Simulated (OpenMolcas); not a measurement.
What dynamic correlation does to the levels of As2+

```yaml
Program: OpenMolcas
Basis: ANO-RCC-VQZP [7s6p4d2f1g]
Scalar_Hamiltonian: DKH2, point nucleus
Active_space: 1 electron in 9 orbitals (RAS2 4p; RAS3 4d 5s, at most 1 electron)
State_averaging: 2S+1 = 2 odd, 3 roots; 2S+1 = 2 even, 6 roots
Spin-orbit_coupling: state interaction with AMFI integrals over the reference wave functions, term energies averaged over their components
```

Methods on the same reference wave functions:
A. RASSCF
B. SS-RASPT2, IPEA 0.25 Eh, imaginary shift 0.1 Eh (closed shells correlated: 3d 4s)

Energies in cm-1 above 4s2 4p 2P* 1/2, the measured ground level; measured values from Moore, Atomic Energy Levels, vol. II, NSRDS-NBS 35 (1971 reprint of NBS Circular 467, 1952).

| Level | A | B | Measured |
| --- | --- | --- | --- |
| 4s2 4p 2P* 1/2 | 0.0 | 0.0 | 0.0 |
| 4s2 4p 2P* 3/2 | 2593 | 2590 | 2940 |
| 4s2 5s 2S 1/2 | 104756 | 106460 | 106694 |
| 4s2 4d 2D 3/2 | 111011 | 109300 | 117651 |
| 4s2 4d 2D 5/2 | 111160 | 109450 |  |

Deviations, from unrounded energies. A percentage is the sum of absolute deviations over the sum of measured energies, with the sign that they share, or ± where signs differ.

```
                  Against measurement  Levels      A      B
       mean absolute deviation (cm-1)       3   3000   3000
fine structure of the ground term (%)       1  -11.8  -11.8
             other configurations (%)       2   -3.8   -3.8
```

A, B lie about equally close to measurement. The largest miss of A in the table is 4s2 4d 2D 3/2, by -6600 cm-1. The ranking rests on the paired levels alone, and a cruder setting can come out closer through cancelling errors.

The lowest spin-free term lies below A's lowest term by 0.134 hartree in B.

CASPT2 does not keep the components of a term degenerate, so their means are used; among the terms shown or strongly mixed into the levels shown the widest spread is 420 cm-1 (4s2 4d 2D, B). ANO sets are built for valence states and can reach diffuse excited orbitals poorly, and with the s shell closed the s pⁿ⁺¹ terms that mix with these levels are absent. With one active electron the reference holds no correlation, so core polarisation is missing (holds for A). With one active electron, CASPT2 adds the correlation within the correlated inactive shells and between them and that electron, and leaves the splitting within a term as the reference gives it (holds for B). Measured partners are found by configuration, term and J. A level has none where our copy of the source lacks it or the pairing is in doubt (some pairs that miss far off the trend of their configuration count as doubtful), and it then counts in no deviation. Only configurations of the active space appear.

* marks odd parity.
